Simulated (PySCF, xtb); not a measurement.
Si(Me)2(OH)(SH) (C2H8OSSi), SMILES C[Si](C)(O)S. Other conformers were not sampled.

Harmonic wavenumbers (cm⁻¹) from GFN2-xTB (xtb 6.7.1) at its own minimum, in rising order: 82, 99, 110, 142, 156, 192, 218, 228, 256, 470, 681, 703, 752, 785, 796, 815, 827, 862, 905, 1379, 1381, 1476, 1481, 1482, 1485, 2495, 3032, 3035, 3036, 3039, 3056, 3059, 3667.

What does PBE-D3(BJ)/def2-SVP (PySCF 2.14.0) give at its own minimum? (The exact figures need the calculation; the answer reports its results.)

133, 144, 150, 168, 211, 223, 229, 261, 316, 457, 637, 650, 678, 727, 760, 779, 814, 857, 896, 1216, 1221, 1374, 1375, 1383, 1388, 2616, 2975, 2979, 3076, 3077, 3078, 3089, 3755. Paired by order, the mean absolute difference is 57 cm⁻¹ and the zero-point energies are 60.3 and 59.6 kcal/mol.
